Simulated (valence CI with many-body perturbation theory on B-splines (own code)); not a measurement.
# Level structure of Yb²¹⁺

Computed by configuration interaction combined with many-body perturbation theory (CI+MBPT): three valence electrons over a frozen Dirac-Fock core [Kr] 4d10, a basis of 7 s, 7 p, 7 d, 7 f, 4 g, 2 h functions for each j, with the one-electron correlation potential Σ1 (screened to all orders), the two-electron term Σ2, the three-electron term Σ3, Breit, model QED; selected single and double excitations, second order for the rest, scaled by the run's own slope (own B-spline code, finite nucleus).

No measured levels were compared; by estimate terms of the open shell hold to a few per cent of their energy, and close levels can change places. The list stops below the first excitations out of the core.

Levels 46 to 90 of 136, with energies above the lowest level, (4f5/2^3) J=9/2. "Leading %" is the weight of the configuration and term that name the level; weights of strongly mixed levels are sums over their largest components and can fall short. In the jj column 3d3/2^4 stands for four electrons in 3d with j = 3/2.

| No. | Configuration | Term | J | E (cm⁻¹) | Leading % | Second component | Leading jj |
| --- | --- | --- | --- | --- | --- | --- | --- |
| 46 | 4f2 5s | 4F | 5/2 | 534060 | 77 | 14 % 4f2 5s 2F | 4f5/2^2 5s (70 %) |
| 47 | 4f2 5s | 2H | 9/2 | 537670 | 57 | 31 % 4f2 5s 4H | 4f5/2 4f7/2 5s (86 %) |
| 48 | 4f2 5s | 4F | 7/2 | 542570 | 89 | 9 % 4f2 5s 2G | 4f5/2 4f7/2 5s (98 %) |
| 49 | 4f2 5s | 4F | 9/2 | 544840 | 54 | 29 % 4f2 5s 2G | 4f5/2 4f7/2 5s (96 %) |
| 50 | 4f2 5s | 4H | 13/2 | 545620 | 97 |  | 4f7/2^2 5s (73 %) |
| 51 | 4f2 5s | 2G | 7/2 | 549740 | 55 | 36 % 4f2 5s 2F | 4f5/2 4f7/2 5s (92 %) |
| 52 | 4f2 5s | 2F | 5/2 | 549880 | 76 | 20 % 4f2 5s 4F | 4f5/2 4f7/2 5s (84 %) |
| 53 | 4f2 5s | 2H | 11/2 | 555800 | 87 | 8 % 4f2 5s 4H | 4f7/2^2 5s (63 %) |
| 54 | 4f2 5s | 2G | 9/2 | 563860 | 55 | 41 % 4f2 5s 4F | 4f7/2^2 5s (96 %) |
| 55 | 4f2 5s | 2F | 7/2 | 569510 | 63 | 29 % 4f2 5s 2G | 4f7/2^2 5s (95 %) |
| 56 | 4f2 5s | 2D | 5/2 | 572650 | 54 | 35 % 4f2 5s 4P | 4f5/2 4f7/2 5s (78 %) |
| 57 | 4f2 5s | 2D | 3/2 | 574110 | 68 | 14 % 4f2 5s 4P | 4f5/2 4f7/2 5s (64 %) |
| 58 | 4f2 5s | 4P | 1/2 | 576680 | 92 | 4 % 4f2 5s 2S | 4f5/2^2 5s (66 %) |
| 59 | 4f2 5s | 4P | 3/2 | 583390 | 83 | 9 % 4f2 5s 2P | 4f5/2 4f7/2 5s (92 %) |
| 60 | 4f2 5s | 2I | 13/2 | 586470 | 97 |  | 4f5/2 4f7/2 5s (73 %) |
| 61 | 4f2 5s | 2I | 11/2 | 586800 | 95 |  | 4f5/2 4f7/2 5s (68 %) |
| 62 | 4f2 5s | 2P | 1/2 | 592120 | 94 | 5 % 4f2 5s 4P | 4f5/2 4f7/2 5s (85 %) |
| 63 | 4f2 5s | 4P | 5/2 | 594650 | 64 | 34 % 4f2 5s 2D | 4f7/2^2 5s (90 %) |
| 64 | 4f2 5s | 2P | 3/2 | 602780 | 80 | 16 % 4f2 5s 2D | 4f7/2^2 5s (73 %) |
| 65 | 4f2 5s | 2S | 1/2 | 661270 | 95 |  | 4f7/2^2 5s (78 %) |
| 66 | 4f2 5p | 4I° | 9/2 | 807010 | 60 | 31 % 4f2 5p 2H° | 4f5/2^2 5p1/2 (97 %) |
| 67 | 4f2 5p | 4H° | 7/2 | 814920 | 45 | 34 % 4f2 5p 2G° | 4f5/2^2 5p1/2 (92 %) |
| 68 | 4f2 5p | 4G° | 5/2 | 823880 | 68 | 26 % 4f2 5p 2F° | 4f5/2^2 5p1/2 (84 %) |
| 69 | 4f2 5p | 4I° | 11/2 | 827170 | 52 | 18 % 4f2 5p 4H° | 4f5/2 4f7/2 5p1/2 (99 %) |
| 70 | 4f2 5p | 2D° | 3/2 | 827600 | 45 | 39 % 4f2 5p 4F° | 4f5/2^2 5p1/2 (79 %) |
| 71 | 4f2 5p | 4H° | 9/2 | 827870 | 37 | 28 % 4f2 5p 4G° | 4f5/2 4f7/2 5p1/2 (99 %) |
| 72 | 4f2 5p | 4G° | 7/2 | 835580 | 38 | 18 % 4f2 5p 4F° | 4f5/2 4f7/2 5p1/2 (96 %) |
| 73 | 4f2 5p | 4F° | 5/2 | 838080 | 35 | 29 % 4f2 5p 4D° | 4f5/2 4f7/2 5p1/2 (98 %) |
| 74 | 4f2 5p | 2H° | 9/2 | 839420 | 32 | 29 % 4f2 5p 2G° | 4f5/2 4f7/2 5p1/2 (96 %) |
| 75 | 4f2 5p | 4G° | 11/2 | 842340 | 53 | 25 % 4f2 5p 2H° | 4f7/2^2 5p1/2 (73 %) |
| 76 | 4f2 5p | 2F° | 7/2 | 843050 | 36 | 25 % 4f2 5p 4D° | 4f5/2 4f7/2 5p1/2 (96 %) |
| 77 | 4f2 5p | 2I° | 13/2 | 844260 | 37 | 32 % 4f2 5p 4H° | 4f7/2^2 5p1/2 (64 %) |
| 78 | 4f2 5p | 2F° | 7/2 | 857930 | 34 | 30 % 4f2 5p 4D° | 4f7/2^2 5p1/2 (98 %) |
| 79 | 4f2 5p | 2H° | 9/2 | 861550 | 34 | 20 % 4f2 5p 2G° | 4f7/2^2 5p1/2 (98 %) |
| 80 | 4f2 5p | 2P° | 3/2 | 864310 | 34 | 26 % 4f2 5p 2D° | 4f5/2 4f7/2 5p1/2 (70 %) |
| 81 | 4f2 5p | 2F° | 5/2 | 865850 | 48 | 23 % 4f2 5p 2D° | 4f5/2 4f7/2 5p1/2 (74 %) |
| 82 | 4f2 5p | 4D° | 1/2 | 869040 | 54 | 16 % 4f2 5p 2S° | 4f5/2^2 5p1/2 (77 %) |
| 83 | 4f2 5p | 4P° | 1/2 | 873360 | 39 | 30 % 4f2 5p 4D° | 4f5/2 4f7/2 5p1/2 (98 %) |
| 84 | 4f2 5p | 2I° | 11/2 | 878770 | 51 | 46 % 4f2 5p 2H° | 4f5/2 4f7/2 5p1/2 (72 %) |
| 85 | 4f2 5p | 4D° | 3/2 | 879100 | 57 | 17 % 4f2 5p 2P° | 4f5/2 4f7/2 5p1/2 (93 %) |
| 86 | 4f2 5p | 2K° | 13/2 | 879350 | 58 | 36 % 4f2 5p 2I° | 4f5/2 4f7/2 5p1/2 (64 %) |
| 87 | 4f2 5p | 4S° | 3/2 | 889270 | 31 | 26 % 4f2 5p 4P° | 4f7/2^2 5p1/2 (83 %) |
| 88 | 4f2 5p | 2D° | 5/2 | 890150 | 34 | 29 % 4f2 5p 4D° | 4f7/2^2 5p1/2 (85 %) |
| 89 | 4f2 5p | 4H° | 7/2 | 948260 | 39 | 27 % 4f2 5p 2G° | 4f5/2^2 5p3/2 (95 %) |
| 90 | 4f2 5p | 4H° | 9/2 | 948670 | 35 | 29 % 4f2 5p 2H° | 4f5/2^2 5p3/2 (89 %) |

Where two levels of one J and parity lie close, their mixing, g and order are uncertain.
